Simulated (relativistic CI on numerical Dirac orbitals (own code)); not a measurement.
# Hyperfine structure of Rh¹⁵⁺, mass number 103

Calculated at this level of theory: Dirac-Coulomb-Breit CI, orbitals from a KLI potential per configuration, QED by a radiative potential, unscaled Slater integrals (own radial code, finite nucleus).

CI space (outside the closed core [Ar] 3d10): 4s2, 4s 4p, 4p2, 4s 4d, 4d2, 4s 4f, 4p 4d, 4f2, 4p 4f, 4s 5s, 4s 5p, 4d 4f, 4s 5d, 4s 5f, 4s 5g, 4s 6s. Levels of other configurations are missing.

Nuclear spin I = 1/2, μ = -0.08829 μN (tables of Stone and Pyykkö). The electronic factors are computed for point nuclear moments, without core polarisation or the Bohr-Weisskopf and QED corrections.

```json
{"Level": "4s 4p 3P°_1", "E (cm⁻¹)": "250010", "A (MHz)": "-11890"}
{"Level": "4s 4p 3P°_2", "E (cm⁻¹)": "286235", "A (MHz)": "-6834"}
{"Level": "4s 4p 1P°_1", "E (cm⁻¹)": "364749", "A (MHz)": "1154"}
{"Level": "4p2 3P_1", "E (cm⁻¹)": "592788", "A (MHz)": "289.7"}
{"Level": "4p2 1D_2", "E (cm⁻¹)": "594781", "A (MHz)": "-2417"}
{"Level": "4p2 3P_2", "E (cm⁻¹)": "639369", "A (MHz)": "-1098"}
{"Level": "4s 4d 3D_1", "E (cm⁻¹)": "768989", "A (MHz)": "5383"}
{"Level": "4s 4d 3D_2", "E (cm⁻¹)": "772011", "A (MHz)": "-2825"}
```

Levels with J = 0, under 50 % of one LS term, or S terms without an open s electron are left out. Small factors come from cancelling terms and can be off by tens of per cent or more.

At this charge energies of transitions that change n are usually good to better than 1 %, and those within a shell (Δn = 0) to a few per cent.

**Question.** Give the hyperfine levels of 4s 4p 3P°_1 relative to its centre of gravity.

**Answer.** With K = F(F + 1) − I(I + 1) − J(J + 1), E = AK/2: F = 1/2: 11890, F = 3/2: -5946 MHz.

LS names give the leading component of a level, which can be under half, so a name can repeat, a term be missing and a line seem to break the LS rules.
